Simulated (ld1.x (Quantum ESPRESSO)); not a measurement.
# Configuration tests for Cu (Z = 29) (TM)

```json
{"Element": "copper (Cu)", "Generator": "ld1.x (Quantum ESPRESSO) 7.5", "Type": "norm-conserving Troullier–Martins (Kleinman–Bylander form)", "Functional": "PBE", "Relativity": "scalar-relativistic", "Frozen core": "[Ne]", "Valence charge": "19", "Reference configuration": "3s2 3p6 3d8 4s0 4p0 (charge +3)", "Partial waves": "3s (bound): rc 0.90 bohr; 3p (bound): rc 0.30 bohr; 3d (bound): rc 0.95 bohr", "Local potential": "all-electron potential smoothed inside 0.55 bohr (lloc = -1)", "Core correction": "Bessel-smoothed model core, default radius (core density twice the valence density)"}
```

Energies are relative to the spin-unpolarised reference configuration 3s2 3p6 3d8 4s0 4p0; without spin polarisation the order of configurations can differ from experiment. Not all tests gave a result: 1 of 7 tests not solved or not reliable. Left out of the table: 3s2 3p6 3d9 4s1 4p0 (solver errors, printed error -4388 eV).

Problem. Give the all-electron excitation energy and the error of the potential for: 3s2 3p6 3d10 4s1 4p0; 3s2 3p6 3d10 4s0 4p0; 3s2 3p6 3d9 4s0 4p0; 3s2 3p6 3d10 4s0 4p1; 3s2 3p6 3d10 4s0.5 4p0; 3s2 3p6 3d7 4s0 4p0.

Solution.

```tsv
valence configuration	charge	ΔE all-electron (eV)	error AE − PS (meV)
3s2 3p6 3d10 4s1 4p0	0	-68.500	+933
3s2 3p6 3d10 4s0 4p0	+1	-60.352	-9.7
3s2 3p6 3d9 4s0 4p0	+2	-39.020	-0.9
3s2 3p6 3d10 4s0 4p1	0	-64.364	-5.9
3s2 3p6 3d10 4s0.5 4p0	+0.5	-65.338	+552
3s2 3p6 3d7 4s0 4p0	+4	59.709	-3.7
```

Levels in the configuration 3s2 3p6 3d10 4s0 4p0:

```
level  all-electron (eV)  pseudo (eV)
   3s           -123.322     -123.276
   3p            -80.794      -80.804
   3d            -13.658      -13.648
```

These tests converged, but a pseudo level misses the all-electron one widely, so the file describes the atom poorly there or has found another state: 3s2 3p6 3d9 4s0 4p0: empty 4s by 2.5 eV; 3s2 3p6 3d7 4s0 4p0: empty 4s by 9.4 eV.

A Bessel basis up to 400 Ry misses an occupied level by 5.58 Ry, so cutoffs and ghosts were not judged.
